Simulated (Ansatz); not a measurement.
Isolated molecules relaxed with PBE0-D4/def2-TZVP in Ansatz; ΔE leaves out vibrations. CCSD(T)/CBS adds triple-zeta CCSD(T) − MP2 to the extrapolated MP2 energy (def2 sets, frozen cores). This one scheme is used for every species, atoms too. DFT in def2-TZVPP. HSE06 is defined as in plane-wave codes. Open shells (•) are unrestricted, without spin–orbit coupling. Spin–orbit coupling would lower the free atoms: a little for Al, O, Si. Each species was taken in one conformer, which may not be the lowest.

Consider the atomization: `[NH2][Al][O][SiH3]`• → Al• + 5 H• + N• + O• + Si•.

`[NH2][Al][O][SiH3]`•:

```xyz
9

N    -2.036    1.328   -0.850
Al   -1.509   -0.062    0.107
O     0.155   -0.341    0.235
Si    1.602   -0.972    0.617
H    -2.996    1.593   -0.997
H    -1.412    1.963   -1.324
H     2.336   -1.353   -0.619
H     1.447   -2.184    1.468
H     2.413    0.028    1.364
```

| level | ΔE (kcal/mol) |
| --- | --- |
| B97M-V | 719.6 |
| PBE0-D4 | 708.4 |
| r2SCAN0-D4 | 707.4 |
| PBE-QIDH | 707.3 |
| revPBE | 692.1 |
| HSE06 | 705.5 |
| SCS-MP2/def2-TZVPP | 711.9 |
| CCSD/def2-TZVPP | 689.1 |

**Question.** What does CCSD(T)/CBS give? (Best estimate.)

**Answer.** The calculation gave: +721.4 kcal/mol. The listed levels differ from it by -1.8, -13.0, -14.0, -14.1, -29.3, -15.9, -9.5, -32.3 kcal/mol.

**Question.** What do rigid-rotor, harmonic-oscillator terms from PBE0-D4/def2-TZVP frequencies (298.15 K, 1 bar) make of the CCSD(T)/CBS value? (Best estimate.)

**Answer.** Computed: ΔZPE = -34.3 kcal/mol, ΔH = +695.2 kcal/mol, ΔS = 850 J/(mol·K), ΔG = +634.6 kcal/mol. Open shells count their whole term as degenerate. Modes under 50 cm⁻¹ make the entropy rough.

Largest T1 diagnostic among the species: 0.018.

From r2SCAN to r2SCAN0 (25 % exact exchange), in def2-TZVPP and without D4, ΔE moves by −12.9 kcal/mol: exact exchange takes away binding that semilocal exchange gives to molecules. Leaving LDA and LC-ωPBE aside and taking each functional with its dispersion term where it has one, the values, not all of them listed here, spread over 23.6 kcal/mol, from BHLYP-D4 to CAM-B3LYP-D4. LDA lies +91.9 kcal/mol from PBE without D4, its usual overbinding.

For atomizations the MP2-based limit and the directly extrapolated one differ by several kJ/mol either way, and by 10 to 25 for some Ge, Se and Sn compounds, so smaller differences from it don't rank the levels.
